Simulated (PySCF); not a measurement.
Species: [PdCl6]2- (charge -2 and singlet state).
Bonds: Pd1–Cl2, Pd1–Cl3, Pd1–Cl4, Pd1–Cl5, Pd1–Cl6, Pd1–Cl7.

Computed, not measured: PBE0-D3(BJ)/def2-SVP geometry optimisation, gas phase, def2 core potentials past Kr in PySCF.

Question: What internal coordinates does the optimisation give?

Answer: 
```tsv
bond	length (Å)
Pd1–Cl2 and 5 like bonds	2.350
```

Bonds in one row agree within 0.01 Å and their mean is given. A selection of angles:
```tsv
angle	degrees
Cl2–Pd1–Cl3	180.0
Cl2–Pd1–Cl4	90.0
```

Pd1 (palladium bonded to 6 Cl) is octahedral (the three widest angles are 180.0°, 180.0° and 180.0°, the others run from 89.9° to 90.1°). All 6 Cl–Pd bonds measure 2.350 Å.

Point group: Oh (tolerance 0.08 Å). No PBE0-D3(BJ)/def2-SVP frequencies stand behind this structure, so it isn't proved a minimum. Whether so highly charged an anion holds all its electrons in the gas phase wasn't checked; a finite basis holds them in any case. The ion is multiply charged and computed without counter-ions or solvent.

Hardware: one thread, Intel Xeon 6975P-C (x86_64), no GPU, shared host with 192 logical CPUs at a one-minute load of 104. Cost: 40 s of wall time, 0.60 GiB resident at most. These figures are those of the optimisation.
